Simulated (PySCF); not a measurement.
## A search over the determinants of CsO

Unrestricted PBE0; basis Cs def2-SVPD with ECP46, O def2-SVPD; scalar-relativistic core potentials; PySCF 2.14. Outer shells of the fragments: Cs 6s1; O 2s2 2p4.

Followed along the bond (rough minima from three points):

| 2Ms+1 | unpaired | ⟨S²⟩ at the start | R at minimum (Å) | Te (eV) |
| --- | --- | --- | --- | --- |
| 2 | σ ↑ | 0.76 | 2.45 | 0.00 |
| 2 | π ↑ | 0.76 | 2.61 | 0.07 |
| 4 | σ ↑, π ↑↑ | 3.75 | none in the scan | ≤ 2.94 |

Solutions found at the starting distance of 2.805 Å, counted from the lowest of them; the search is not exhaustive and high or unbound solutions are not listed, so other states can lie among these:

```
2Ms+1   unpaired   term  E (eV)  ⟨S²⟩  ⟨Lz²⟩   μ (D)
    2        π ↑     ²Π    0.00  0.76   1.01  -10.35
    2        σ ↑    ²Σ⁺    0.12  0.76   0.00  -10.93
    4  σ ↑, π ↑↑    ⁴Σ⁻    2.93  3.75   0.00    1.06
    4  σ ↑↑, π ↑     ⁴Π    2.95  3.75   1.01    1.39
    2  σ ↓, π ↑↑  mixed    2.96  1.75   0.00    1.45
    2  σ ↑, π ↑↓  mixed    3.72  1.75   2.01    1.25
    4      π ↑↑↑     ⁴Π    4.08  3.75   1.00    0.30
    4  σ ↑, π ↑↑  mixed    4.12  3.75   2.00    0.80
    4  σ ↑, π ↑↑  mixed    4.15  3.75   2.00    1.55
    4  π ↑↑, δ ↑     ⁴Δ    4.65  3.75   4.00    0.45
```

A term symbol is given only where ⟨S²⟩ and ⟨Lz²⟩ are close to those of a pure state; real π, δ and φ orbitals otherwise mix terms. A positive dipole means Cs(−)O(+).

Task: Compare the gap between the two lowest followed solutions at the starting distance with the gap between their minima.

Result: At PBE0 the second solution (doublet, unpaired electrons π ↑) lies -0.12 eV from the first (doublet, unpaired electrons σ ↑) at 2.805 Å and +0.07 eV at the minima; the two curves relax by different amounts, since their minima lie near 2.61 and 2.45 Å.

Spin–orbit coupling is left out. Counting both spins, an empty level lies below a filled one in some of these solutions, because spin and occupation are held.
